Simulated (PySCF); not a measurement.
[CuBr2]- (charge -1 and singlet state).
SMILES: `[Br][Cu-][Br]`

The closed-shell ground state was solved at several levels (PySCF, density fitting, gas phase). Geometry: PBE0-D3(BJ)/def2-SVP; no solvent, vibrations or thermal averaging. The geometry's basis has no diffuse functions, a weakness for an anion. Relativistic effects, spin–orbit coupling among them, are left out although an element past zinc is present. No diffuse functions stand in pcSseg-1 (pcSseg-2 on Cu), which bears on an anion's orbital energies.

```json
{"level": "PBE/pcSseg-1 (pcSseg-2 on Cu)", "basis functions": "155", "total energy (Eh)": "-6787.5519", "HOMO (eV)": "-0.31", "LUMO (eV)": "3.91", "gap (eV)": "4.22"}
{"level": "B3LYP/pcSseg-1 (pcSseg-2 on Cu)", "basis functions": "155", "total energy (Eh)": "-6788.6672", "HOMO (eV)": "-1.68", "LUMO (eV)": "4.51", "gap (eV)": "6.19"}
{"level": "CAM-B3LYP/def2-SVPD", "basis functions": "116", "total energy (Eh)": "-6788.5671", "HOMO (eV)": "-3.80", "LUMO (eV)": "3.73", "gap (eV)": "7.53"}
```

(1) What might PBE0/pcSseg-1 (pcSseg-2 on Cu) (155 basis functions) give for the same quantities?

(2) Over all these levels, which gives the widest orbital gap and which the narrowest?

(3) In the pcSseg-1 (pcSseg-2 on Cu) basis, how does the gap go with the fixed share of exact exchange?

Results:

(1) Total energy -6787.7064 Eh, HOMO -2.04 eV, LUMO 4.75 eV, gap 6.79 eV.

(2) CAM-B3LYP/def2-SVPD (range-separated hybrid) has the widest, 7.53 eV, and PBE/pcSseg-1 (pcSseg-2 on Cu) (GGA) the narrowest, 4.22 eV. Functional and basis both differ between the two, so the spread mixes both effects.

(3) PBE (0 %) 4.22 eV; B3LYP (20 %) 6.19 eV; PBE0 (25 %) 6.79 eV. Each rise in the share widens the gap here.
